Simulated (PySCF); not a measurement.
**Nuclear quadrupole coupling in `CNC(=O)[C@H]([SiH3])O[SiH3]`**

Species: C3H11NO2Si2.
Structure used (GFN2-xTB), in Å, numbered top down from 1:
```xyz
19
C3H11NO2Si2 angstrom
C      2.528   -0.256   -1.547
N      1.351    0.453   -1.102
C      0.289   -0.170   -0.554
O      0.233   -1.376   -0.399
C     -0.820    0.723   -0.088
Si    -0.343    1.524    1.592
O     -1.993    0.014    0.137
Si    -2.193   -1.607    0.227
H      2.387   -1.307   -1.301
H      2.659   -0.154   -2.626
H      3.417    0.120   -1.038
H      1.329    1.453   -1.221
H     -1.019    1.492   -0.847
H      0.849    2.354    1.362
H     -0.040    0.465    2.547
H     -1.478    2.337    2.014
H     -2.037   -2.324   -1.034
H     -3.626   -1.505    0.531
H     -1.503   -2.227    1.354
```

Field gradients from the PBE0/pcSseg-1 density (PySCF, non-relativistic), principal values in atomic units, ordered |Vxx| ≤ |Vyy| ≤ |Vzz|:

| atom | Vxx | Vyy | Vzz |
| --- | --- | --- | --- |
| N2 | 0.4632 | 0.5321 | -0.9953 |
| O4 | 0.4930 | 0.8283 | -1.3213 |
| O7 | -0.5695 | -1.2260 | 1.7955 |

Find the asymmetry η = (Vxx − Vyy)/Vzz and the couplings χ = eQV/h (234.96 MHz × Q in barn × V in au), with Q(14N) = 0.02044 b, Q(17O) = −0.0256 b.

```
atom         environment  nucleus     η  χzz (MHz)  χxx (MHz)  χyy (MHz)
  N2      amide nitrogen      14N  0.07     -4.780      2.225      2.556
  O4        amide oxygen      17O  0.25       7.95      -2.97      -4.98
  O7  silyl ether oxygen      17O  0.37     -10.80       3.43       7.37
```

The tensor is traceless: Vxx + Vyy + Vzz = 0.

What is Vzz at O4 in SI units (1 au = 9.71736 × 10²¹ V/m²)?

-1.3213 au = -12.840 × 10²¹ V/m².

And the gradient at the other heavy atoms, for which no coupling is worked out here?

```tsv
atom	environment	Vzz (au)	η
C1	N-methyl carbon	0.331	0.25
C3	amide carbonyl carbon	0.429	0.47
C5	sp3 carbon bound to oxygen	0.337	0.38
Si6	SiH3 silicon	0.250	0.47
Si8	oxygen-bound silicon	0.563	0.28
```

Were the hydrogens deuterons (Q(2H) = 0.00286 b), χzz would run from 106 kHz (H14) to 275 kHz (H12).

Geometry: GFN2-xTB, one conformer, isolated molecule. GFN2-xTB bond lengths can be off by several hundredths of an ångström, more for odd bonds, and the gradients follow them. A larger basis could move these couplings by a tenth or more.

The run behind these numbers computed NMR shieldings as well. Hardware: Arm Neoverse V1, one thread, shared host with 32 logical CPUs at a one-minute load of 30. Cost: 42 s wall, 0.93 GiB resident at most.
